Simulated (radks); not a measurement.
Values are calculated unless marked as measured or tabulated.
Task: Bi0.5+, 82.5 electrons, occupied as [Hg] 6p(up 1.5, down 1) (fractional occupations, a model configuration). Code: a radial shooting solver on a logarithmic mesh with Libxc functionals. Model: scalar-relativistic Kohn-Sham, PBE, spin-polarised, spherical densities, point nucleus. Some entries of the table are withheld. Estimate them.

| orbital | occ. | eigenvalue (eV) | <r> (bohr) | <1/r> (bohr^-1) |
|---|---|---|---|---|
| 1s up | 1 | -90692.77 | 0.01578 | 103.4 |
| 1s down | 1 | -90692.76 | 0.01578 | 103.4 |
| 2s up | 1 | -16297.91 | 0.06646 | 24.28 |
| 2s down | 1 | -16297.91 | 0.06646 | 24.28 |
| 2p up | 3 | -13938.33 | 0.06055 | 21.22 |
| 2p down | 3 | -13938.33 | 0.06055 | 21.22 |
| 3s up | 1 | -3937.079 | 0.1716 | 8.996 |
| 3s down | 1 | -3937.075 | 0.1716 | 8.996 |
| 3p up | 3 | -3263.160 | 0.1737 | 8.110 |
| 3p down | 3 | -3263.156 | 0.1737 | 8.110 |
| 3d up | 5 | -2587.385 | 0.1575 | 7.603 |
| 3d down | 5 | -2587.381 | 0.1575 | 7.603 |
| 4s up | 1 | -906.6916 | 0.3770 | 3.879 |
| 4s down | 1 | -906.6855 | 0.3770 | 3.879 |
| 4p up | 3 | -685.9487 | 0.4026 | 3.479 |
| 4p down | 3 | -685.9422 | 0.4026 | 3.479 |
| 4d up | 5 | -433.9464 | 0.4225 | 3.131 |
| 4d down | 5 | -433.9390 | 0.4225 | 3.131 |
| 5s up | 1 | -161.6768 | 0.8308 | 1.645 |
| 5s down | 1 | -161.6591 | 0.8309 | 1.645 |
| 4f up | 7 | -156.4790 | 0.4410 | 2.745 |
| 4f down | 7 | -156.4704 | 0.4410 | 2.745 |
| 5p up | 3 | -99.7450 | 0.9482 | (1) |
| 5p down | 3 | -99.7276 | 0.9481 | (2) |
| 5d up | 5 | -30.9765 | 1.234 | 1.064 |
| 5d down | 5 | -30.9201 | 1.232 | 1.065 |
| 6s up | 1 | -18.2817 | 2.151 | 0.5957 |
| 6s down | 1 | -17.9978 | 2.146 | 0.5978 |
| 6p up | 1.5 | -8.0301 | (3) | 0.4337 |
| 6p down | 1 | -7.6992 | (4) | 0.4328 |

Result: 
(1) 5p up <1/r> (bohr^-1): 1.409
(2) 5p down <1/r> (bohr^-1): 1.409
(3) 6p up <r> (bohr): 2.910
(4) 6p down <r> (bohr): 2.922
